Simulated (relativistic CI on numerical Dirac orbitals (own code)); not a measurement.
**Electric-dipole lines of Hg76+**

Method of calculation: Dirac-Coulomb-Breit CI, KLI orbitals optimised for each configuration, QED by a radiative potential, unscaled Slater integrals (own radial code, finite nucleus).

Configurations in the expansion (outside the closed core 1s2): 2s2, 2s.2p, 2p2, 2p.3s, 2p.3p, 2s.3s, 2s.3p, 2s.3d, 2s.4s, 2s.4p, 2s.4d, 2s.4f, 2s.5s, 3s2, 2s.5p, 2s.5d, 2s.5f, 2s.5g, 3s.3p, 3p2. Levels of other configurations are missing.

```tsv
λ vac (nm)	Lower	Upper	A (s⁻¹)	log gf	S velocity/length
0.09021	2s.2p 3P°_0 [2]	2s.3d 3D_1 [21]	1.48e+15	-0.26	0.99
0.09041	2s.2p 3P°_1 [3]	2s.3d 3D_2 [22]	2.30e+15	0.15	0.99
0.10516	2s.2p 3P°_2 [5]	2s.3d 3D_3 [23]	2.34e+15	0.43	0.99
0.10597	2s.2p 1P°_1 [6]	2s.3d 1D_2 [24]	1.50e+15	0.10	0.99
0.26277	2s.3p 3P°_1 [13]	2s.4d 3D_2 [42]	1.92e+14	0.00	1.00
0.29807	2s.3p 3P°_2 [19]	2s.4d 3D_3 [43]	2.45e+14	0.36	1.00
0.29820	2s.3p 1P°_1 [20]	2s.4d 1D_2 [44]	2.22e+14	0.17	1.00
0.30001	2s.3d 3D_1 [21]	2s.4f 3F°_2 [46]	4.25e+14	0.46	1.00
0.30044	2s.3d 3D_2 [22]	2s.4f 3F°_3 [45]	4.66e+14	0.65	1.00
0.30994	2s.3d 3D_3 [23]	2s.4f 3F°_4 [47]	4.86e+14	0.80	1.00
0.31062	2s.3d 1D_2 [24]	2s.4f 1F°_3 [48]	3.34e+14	0.53	0.99
0.64355	2s.4p 3P°_2 [39]	2s.5d 3D_3 [57]	5.04e+13	0.34	1.00
0.64688	2s.4d 3D_1 [41]	2s.5f 3F°_2 [60]	7.73e+13	0.38	1.00
0.64765	2s.4d 3D_2 [42]	2s.5f 3F°_3 [59]	8.53e+13	0.57	1.00
0.66553	2s.4d 3D_3 [43]	2s.5f 3F°_4 [61]	9.09e+13	0.73	1.00
0.66751	2s.4d 1D_2 [44]	2s.5f 1F°_3 [63]	8.68e+13	0.61	1.00
0.66856	2s.4f 3F°_3 [45]	2s.5g 3G_4 [62]	1.47e+14	0.95	1.00
0.66858	2s.4f 3F°_2 [46]	2s.5g 3G_3 [64]	1.40e+14	0.82	1.00
0.67704	2s.4f 3F°_4 [47]	2s.5g 3G_5 [65]	1.49e+14	1.05	1.00
0.67754	2s.4f 1F°_3 [48]	2s.5g 1G_4 [66]	1.45e+14	0.95	1.00
```

Terms are leading LS components. Brackets give the number of a level in order of energy, since labels repeat. The list gives strong lines, with weight on those to low levels, among the lowest 66 of 76 levels, so that lines to higher ones, which can be the strongest, are missing. Levels whose partners in the same complex of configurations lie outside the list can be far off, and so can their lines. Rates are taken at the computed energies, electric ones in the length gauge. A velocity-to-length ratio far from 1 marks an uncertain rate.

At this charge energies of transitions that change n are usually good to better than 1 %, and those within a shell (Δn = 0) to a few per cent.

LS names give the leading component of a level, which can be under half, so a name can repeat, a term be missing and a line seem to break the LS rules.
